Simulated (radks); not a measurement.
Initial-state core-level shifts of the gadolinium ion Gd3+ when its valence configuration changes from [Xe] 4f7. All-electron calculation, Dirac Kohn-Sham, PBE, spin-unpolarised, spherical densities, finite nucleus; open shells fill j = l - 1/2 first; Fermi nuclear charge, rms radius 5.1569 fm. Program: a radial shooting solver on a logarithmic mesh with Libxc functionals. Shifts are changes of the shell-averaged eigenvalues in eV (positive: less bound); the change of the density at the nucleus, which sets a Mossbauer isomer shift, is in e/bohr^3, on a base of 6.285e+05.

valence,1s,2s,3p,4d,density at nucleus
4f5 6p2,-24.974,-26.818,-29.047,-25.916,+96.67
4f6 6s1,-10.875,-11.702,-12.724,-11.463,+100.84
4f6 6p1,-11.814,-12.646,-13.669,-12.407,+43.95
4f3 6s2 6p2,-52.615,-56.919,-61.990,-53.506,+380.09
4f6.5 6s0.5,-5.265,-5.658,-6.145,-5.576,+47.84
4f6.5 5d0.5,-3.681,-4.003,-4.538,-3.972,+16.13
4f6 5d1,-7.573,-8.247,-9.366,-8.131,+33.53
